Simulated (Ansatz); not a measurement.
Dimer: H2O (SMILES O) (first 3 atoms) with CH3F (SMILES CF); geometry from B3LYP-D3(BJ)/def2-TZVP, rigid monomers moved along the line of their centres of mass till H3···F5 is 1.80 Å.
(charge 0, multiplicity 1):
```xyz
8

O     -0.1214    -0.0633     0.5828
H      0.0078     0.6366    -0.0644
H     -0.4799     0.3723     1.3672
C      0.4519    -0.3140     3.6088
F     -0.4838     0.6250     3.1501
H     -0.0797    -1.0670     4.1893
H      0.9342    -0.7630     2.7420
H      1.1778     0.2078     4.2313
```

Interaction energies are E(AB) − E(A) − E(B) at the monomers' geometry in the complex; basis-set methods are counterpoise corrected.

Frozen-core correlation.

Run with Ansatz (a quantum-chemistry and plane-wave program). Values without a source in brackets are computed.

**Question.** Estimate the interaction energy that MP2/aug-cc-pVTZ returns for this input.

**Answer.** -3.0 kcal/mol

**Question.** Predict the interaction energy from SCS-MP2/aug-cc-pVTZ.

**Answer.** -2.3 kcal/mol

**Question.** Predict the interaction energy from SCS-MP2/aug-cc-pVDZ.

**Answer.** -1.9 kcal/mol
